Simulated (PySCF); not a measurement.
PySCF 2.14 output of an unrestricted wB97M-V calculation on a single atom or ion in aug-cc-pVTZ-PP with one added diffuse shell each of d, f type with ECP28MDF (6s5p5d3f, 67 functions), with scalar relativity through the core potential:

```
SCF conv_tol = 1e-09
number electrons alpha = 13  beta = 10
    N. Mardirossian and M. Head-Gordon.,  J. Chem. Phys. 144, 214110 (2016)
cycle= 1 E= -239.922808681378  delta_E= -0.00675  |g|= 0.0155  |ddm|= 0.647
cycle= 2 E= -239.923720619121  delta_E= -0.000912  |g|= 0.00772  |ddm|= 0.18
cycle= 3 E= -239.924998375457  delta_E= -0.00128  |g|= 0.00974  |ddm|= 0.226
cycle= 4 E= -239.92438940936  delta_E= 0.000609  |g|= 0.00857  |ddm|= 0.102
cycle= 5 E= -239.922766139685  delta_E= 0.00162  |g|= 0.00272  |ddm|= 0.454
cycle= 6 E= -239.922757182594  delta_E= 8.96e-06  |g|= 0.001  |ddm|= 0.107
cycle= 7 E= -239.922759359518  delta_E= -2.18e-06  |g|= 0.000338  |ddm|= 0.035
cycle= 8 E= -239.922758332291  delta_E= 1.03e-06  |g|= 0.000134  |ddm|= 0.0108
cycle= 9 E= -239.922758435879  delta_E= -1.04e-07  |g|= 1.95e-05  |ddm|= 0.00142
cycle= 10 E= -239.922758435393  delta_E= 4.86e-10  |g|= 5.8e-06  |ddm|= 0.000615
converged SCF energy = -239.922758435393  <S^2> = 3.7520888  2S+1 = 4.0010443
```

The run itself started from symmetry-adapted Hartree-Fock orbitals and held the occupation by maximum overlap, on a logarithmic radial grid, so the iterations belong to that start.

Which element, charge and spin multiplicity is this?

Sb (antimony, neutral), multiplicity 4; the state was [Kr] 4d10 5s2 5p2 5d1, one real determinant (an excited configuration).

⟨L²⟩ = 7.98 against 12 for a pure F term, so this real determinant mixes terms. Energies and moments cover only the electrons outside the core potential. The outer electron is Rydberg-like, and this basis confines it to a smaller radius and binds it less than a complete one would.
